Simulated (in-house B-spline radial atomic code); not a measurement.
Values are calculated unless marked as measured or tabulated.
Correlation energy from the adiabatic connection: −Z exp(−kr)/r, Z = 2.53, k = 0.566

Two electrons in a singlet, external potential −Z exp(−kr)/r, Z = 2.53, k = 0.566 (atomic units). Full CI in B-splines (partial waves to l = 8, correlation up to 0.6 % small) with the density held fixed gives W(λ) = <V_ee>_λ − U, and E_c is the integral of W(λ) − W(0) from 0 to 1.

```csv
λ,W(λ) − W(0) (hartree)
0,0.00000
0.02,-0.00194
0.05,-0.00483
0.12,-0.01145
0.25,-0.02330
0.4,-0.03632
0.6,-0.05268
0.8,-0.06797
1,-0.08231
```

Question: Integrate the table by the trapezoid rule.

Answer: The strips give -0.00002, -0.00010, -0.00057, -0.00226, -0.00447, -0.00890, -0.01207, -0.01503, which sum to -0.04341 hartree. The direct value, W(1) − W(0) + T_c with T_c = 0.03883, is -0.04348; the curve is convex, so chords lie above it and the trapezoids fall short in size by 0.15 %.

Question: Now use only three numbers: W(0) = -1.2756, the initial slope W'(0) = -0.09747 (extrapolated from the first points) and the strong-coupling limit of the point-charge-plus-continuum model, W∞ = -1.8241. What do second-order theory and the interpolation W(λ) = W∞ + (W(0) − W∞)/√(1 + 2χλ) of Seidl, Perdew and Levy give?

Answer: Second order keeps the slope alone: E_c = W'(0)/2 = -0.04874, +12 % in size against -0.04348. Matching the slope fixes χ = W'(0)/(W∞ − W(0)) = -0.09747/(-0.54850) = 0.17770. Integrating, with s = √(1 + 2χ) = 1.164219, E_c = −(W(0) − W∞)(s − 1)/(s + 1) = −0.54850 × 0.164219/2.164219 = -0.04162 hartree, -4.3 % in size against the full result. At λ = 1 the formula gives W − W(0) = -0.07737 against -0.08231. Part of the miss can come from the model's W∞.
